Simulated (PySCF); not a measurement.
Coordinates in bohr (charge 1 multiplicity 4):
```
Ir    0.0000    0.0000   -0.2088
Cl    0.0000    0.0000    3.8790
Cl    3.9900    0.0000   -1.3803
Cl   -3.9900    0.0000   -1.3803
```

Method: UB3LYP/[Ir def2-SVP with ECP60, Cl def2-SVP], scalar-relativistic core potentials, density fitting, no spin–orbit coupling, PySCF.

This geometry of IrCl₃⁺ is a stationary point at this level.

(1) What is the point group?

(2) Is it a minimum?

(3) List the harmonic modes with their infrared intensities.

(4) Give the ideal-gas entropy at 298.15 K and 1 bar by parts.

Results:

(1) C2v.

(2) Yes: all harmonic wavenumbers are real.

(3) 
```json
{"symmetry": "b2", "ω (cm⁻¹)": "77", "IR (km/mol)": "0.4"}
{"symmetry": "b1", "ω (cm⁻¹)": "95", "IR (km/mol)": "0.1"}
{"symmetry": "a1", "ω (cm⁻¹)": "105", "IR (km/mol)": "0.1"}
{"symmetry": "a1", "ω (cm⁻¹)": "412", "IR (km/mol)": "0.4"}
{"symmetry": "b2", "ω (cm⁻¹)": "426", "IR (km/mol)": "31.4"}
{"symmetry": "a1", "ω (cm⁻¹)": "437", "IR (km/mol)": "8.2"}
```

(4) translation 179.9, rotation 114.2, vibration 56.5, spin 11.5; total 362.1 J/(mol K).

This need not be the most stable arrangement of these atoms. Other spin states or occupations of the open shell can lie lower. Spin–orbit coupling, left out here, can matter for elements this heavy.
